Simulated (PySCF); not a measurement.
Cost against size for one kind of job: PySCF 2.14.0, density-fitted response routines, B3LYP/pcJ-1 indirect spin-spin coupling, non-relativistic, gas phase. Hardware: an Arm Neoverse V1 with one thread, no GPU, shared host. Other jobs ran on the host; a repeat could differ by tens of per cent or more.

```json
{"species (SMILES)": "C/C(F)=C\\C#N", "atoms": "10", "electrons": "44", "basis functions": "202", "SCF cycles": "14", "wall time": "20 s"}
{"species (SMILES)": "C/C(C#N)=C/F", "atoms": "10", "electrons": "44", "basis functions": "202", "SCF cycles": "14", "wall time": "?"}
{"species (SMILES)": "C=C(C#N)CF", "atoms": "10", "electrons": "44", "basis functions": "202", "SCF cycles": "15", "wall time": "27 s"}
{"species (SMILES)": "[H]/N=C\\C#CCF", "atoms": "10", "electrons": "44", "basis functions": "202", "SCF cycles": "15", "wall time": "21 s"}
{"species (SMILES)": "NCc1ccncc1", "atoms": "16", "electrons": "58", "basis functions": "296", "SCF cycles": "14", "wall time": "?"}
{"species (SMILES)": "CNc1ccccn1", "atoms": "16", "electrons": "58", "basis functions": "296", "SCF cycles": "14", "wall time": "2.2 min"}
{"species (SMILES)": "NNc1ccccc1", "atoms": "16", "electrons": "58", "basis functions": "296", "SCF cycles": "14", "wall time": "?"}
```

Task: Estimate the withheld figures.

Result: `C/C(C#N)=C/F`: 22 s; `NCc1ccncc1`: 2.6 min; `NNc1ccccc1`: 83 s.

Task: Which species took longest, and how many times the shortest run?

Result: `NCc1ccncc1`, at 2.6 min: about 7.8 times the shortest (20 s).
